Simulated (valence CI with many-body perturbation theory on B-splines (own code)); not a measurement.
E1 line list for Br³⁺

Computed by configuration interaction combined with many-body perturbation theory (CI+MBPT): four valence electrons over a frozen Dirac-Fock core [Ar] 3d10, radial functions for each j: 11 s, 11 p, 10 d, 8 f, 5 g, 2 h, with the one-electron correlation potential Σ1, the two-electron term Σ2, the three-electron term Σ3, Breit, model QED; selected CI, second order for the rest, scaled by the run's own slope (own B-spline code, finite nucleus).

No measured levels were compared; by estimate levels hold to about 250 cm⁻¹ or 0.2 % of their energy and the worst to 1 %, as in measured heavy ions of charge 2 to 7; those with d or f electrons hold less well. Among the levels kept, up to 1600 cm⁻¹ of a level comes from second order outside the variational space, and about a tenth of that is noise between levels of different J, which matters for small intervals.

Lines 1 to 50 of 552 in falling wavelength, among levels below 320512 cm⁻¹, chosen from the strongest by gf and those to the six lowest levels. Wavelengths and rates use the calculated energies, so an error of 300 cm⁻¹ moves a line at 23310 Å by 7 % and its rate by three times that or more. Electric multipoles are in the length gauge, E1 and E2 with the static RPA response of the core. Weak lines are less certain than strong ones. Lines between different terms over intervals too small for the method are left out, as are lines whose strength nearly cancels. Where a level lies close to another of its J and parity, the split of strength between their lines is uncertain. The highest levels of a list are the least certain.

Names give the largest LS component (configuration and term), which can be under half, so a name can repeat, a term be missing and a line seem to break the LS rules; names also repeat where a configuration has a term twice. Letters in brackets count levels of one name in rising energy.

| λ vac (Å) | Upper | Lower | A (s⁻¹) | S (a.u.) with core polarisation | S without |
| --- | --- | --- | --- | --- | --- |
| 23310 | 4s2 4p 5g 3G°_5 | 4s2 4p 5f 1G_4 | 1.38e+06 | 9.48e+01 | 9.48e+01 |
| 21240 | 4s 4p2 5p 5D°_2 [a] | 4s2 4p 5f 3F_3 | 1.39e+06 | 3.29e+01 | 3.28e+01 |
| 20960 | 4s2 4p 6d 3P°_2 | 4s2 4p 5f 3D_3 | 2.13e+06 | 4.84e+01 | 4.84e+01 |
| 20240 | 4s2 4p 5g 3F°_3 | 4s2 4p 5f 1D_2 | 1.74e+06 | 4.99e+01 | 4.99e+01 |
| 20030 | 4s 4p2 5p 5D°_2 [b] | 4s2 4p 5f 3F_3 | 2.14e+06 | 4.25e+01 | 4.25e+01 |
| 19460 | 4s2 4p 6d 1F°_3 | 4s2 4p 5f 1G_4 | 1.09e+06 | 2.78e+01 | 2.78e+01 |
| 18460 | 4s2 4p 6d 1P°_1 | 4s2 4p 5f 1D_2 | 2.75e+06 | 2.56e+01 | 2.56e+01 |
| 18320 | 4s2 4p 6d 3D°_1 | 4s2 4p 5f 3F_2 | 5.14e+06 | 4.67e+01 | 4.67e+01 |
| 17840 | 4s2 4p 5g 3F°_4 [b] | 4s2 4p 5f 3D_3 | 2.91e+06 | 7.35e+01 | 7.35e+01 |
| 17740 | 4s2 4p 5g 3F°_4 [a] | 4s2 4p 5f 3F_3 | 3.81e+06 | 9.46e+01 | 9.46e+01 |
| 17660 | 4s2 4p 5g 3G°_3 [b] | 4s2 4p 5f 3D_2 | 2.24e+06 | 4.26e+01 | 4.26e+01 |
| 17000 | 4s2 4p 5g 3G°_3 [a] | 4s2 4p 5f 3F_2 | 4.39e+06 | 7.46e+01 | 7.46e+01 |
| 17000 | 4s2 4p 5d 1F°_3 | 4s2 4p 4f 1G_4 | 2.47e+06 | 4.19e+01 | 4.18e+01 |
| 16870 | 4s2 4p 5g 3F°_2 | 4s 4p2 4d 3D_1 [d] | 2.40e+06 | 2.85e+01 | 2.84e+01 |
| 15750 | 4s2 4p 5d 3F°_4 | 4s2 4p 4f 3G_5 | 2.24e+06 | 3.89e+01 | 3.88e+01 |
| 15600 | 4s2 4p 5d 1D°_2 | 4s2 4p 4f 3F_3 | 2.30e+06 | 2.16e+01 | 2.16e+01 |
| 15460 | 4s 4p2 4d 3F_4 [c] | 4s2 4p 5g 3G°_5 | 1.65e+06 | 2.71e+01 | 2.72e+01 |
| 15350 | 4s2 4p 5d 3D°_3 | 4s2 4p 4f 3F_4 [b] | 2.16e+06 | 2.69e+01 | 2.69e+01 |
| 14910 | 4s2 4p 5d 3F°_3 | 4s2 4p 4f 3F_4 [a] | 2.35e+06 | 2.69e+01 | 2.68e+01 |
| 13760 | 4s2 4p 7p 1P_1 | 4s2 4p 7s 3P°_1 | 2.06e+07 | 7.95e+01 | 7.95e+01 |
| 13410 | 4s 4p2 4d 3F_4 [c] | 4s2 4p 6d 3D°_3 | 4.46e+06 | 4.78e+01 | 4.78e+01 |
| 12710 | 4s 4p2 4d 3F_2 [c] | 4s2 4p 7s 3P°_1 | 2.76e+06 | 1.40e+01 | 1.40e+01 |
| 12310 | 4s2 4p 7p 3P_1 | 4s2 4p 7s 3P°_0 | 2.83e+07 | 7.80e+01 | 7.80e+01 |
| 12120 | 4s2 4p 7p 3P_0 | 4s2 4p 7s 3P°_1 | 3.01e+07 | 2.64e+01 | 2.65e+01 |
| 12050 | 4s2 4p 6d 3D°_3 | 4s2 4p 5f 3F_4 | 2.81e+06 | 1.70e+01 | 1.70e+01 |
| 11850 | 4s2 4p 7p 3D_2 | 4s2 4p 7s 3P°_1 | 2.91e+07 | 1.19e+02 | 1.20e+02 |
| 11240 | 4s2 4p 7p 1P_1 | 4s2 4p 6d 3D°_1 | 8.75e+06 | 1.84e+01 | 1.84e+01 |
| 11020 | 4s 4p2 4d 3F_2 [c] | 4s2 4p 5g 3G°_3 [a] | 5.31e+06 | 1.75e+01 | 1.76e+01 |
| 10770 | 4s2 4p 5g 3G°_5 | 4s2 4p 5f 3F_4 | 4.18e+06 | 2.83e+01 | 2.83e+01 |
| 10530 | 4s 4p2 4d 3F_2 [c] | 4s2 4p 6d 3D°_1 | 1.15e+07 | 3.32e+01 | 3.32e+01 |
| 10360 | 4s 4p2 4d 3F_2 [c] | 4s2 4p 6d 3F°_3 | 4.13e+06 | 1.13e+01 | 1.13e+01 |
| 10150 | 4s2 4p 7p 3P_1 | 4s 4p2 5p 5D°_2 [b] | 2.20e+07 | 3.42e+01 | 3.41e+01 |
| 10140 | 4s2 4p 7p 1P_1 | 4s2 4p 6d 3F°_2 | 3.41e+07 | 5.27e+01 | 5.26e+01 |
| 10120 | 4s2 4p 7p 3P_0 | 4s2 4p 6d 3D°_1 | 5.67e+07 | 2.90e+01 | 2.90e+01 |
| 9867 | 4s2 4p 7p 3P_1 | 4s 4p2 5p 5D°_2 [a] | 2.06e+07 | 2.93e+01 | 2.92e+01 |
| 9773 | 4s2 4p 7p 3D_2 | 4s2 4p 6d 3F°_3 | 4.45e+07 | 1.02e+02 | 1.02e+02 |
| 9720 | 4s 4p2 4d 3F_3 [d] | 4s2 4p 5g 3F°_4 [a] | 3.21e+06 | 1.02e+01 | 1.02e+01 |
| 9482 | 4s2 4p 7p 3P_1 | 4s2 4p 6d 3F°_2 | 1.60e+07 | 2.02e+01 | 2.02e+01 |
| 9148 | 4s 4p2 4d 3F_3 [d] | 4s 4p2 5p 5D°_2 [b] | 7.46e+06 | 1.97e+01 | 1.97e+01 |
| 9060 | 4s2 4p 7p 3D_2 | 4s2 4p 6d 3F°_2 | 7.21e+06 | 1.32e+01 | 1.32e+01 |
| 8916 | 4s 4p2 4d 3F_3 [d] | 4s 4p2 5p 5D°_2 [a] | 6.37e+06 | 1.56e+01 | 1.56e+01 |
| 7900 | 4s 4p2 4d 3D_1 [a] | 4s2 4p 6s 3P°_1 | 1.31e+07 | 9.56e+00 | 9.57e+00 |
| 7893 | 4s 4p2 4d 3F_4 [c] | 4s2 4p 6d 3F°_3 | 8.18e+06 | 1.79e+01 | 1.79e+01 |
| 7722 | 4s 4p2 4d 3D_2 [a] | 4s2 4p 6s 3P°_1 | 1.26e+07 | 1.43e+01 | 1.43e+01 |
| 7319 | 4s2 4p 6p 1D_2 | 4s2 4p 5d 1P°_1 | 8.28e+06 | 8.01e+00 | 8.02e+00 |
| 7235 | 4s2 4p 6p 1P_1 | 4s2 4p 6s 1P°_1 | 5.94e+07 | 3.33e+01 | 3.34e+01 |
| 7211 | 4s 4p2 5s 3P_2 | 4s2 4p 6s 3P°_1 | 9.81e+06 | 9.08e+00 | 9.10e+00 |
| 7099 | 4s 4p2 4d 3D_1 [b] | 4s2 4p 6s 3P°_1 | 2.97e+07 | 1.57e+01 | 1.57e+01 |
| 6997 | 4s 4p2 4d 3F_3 [c] | 4s2 4p 6s 3P°_2 | 1.49e+07 | 1.76e+01 | 1.76e+01 |
| 6857 | 4s2 4p 6p 3D_3 | 4s2 4p 6s 3P°_2 | 5.15e+07 | 5.74e+01 | 5.75e+01 |
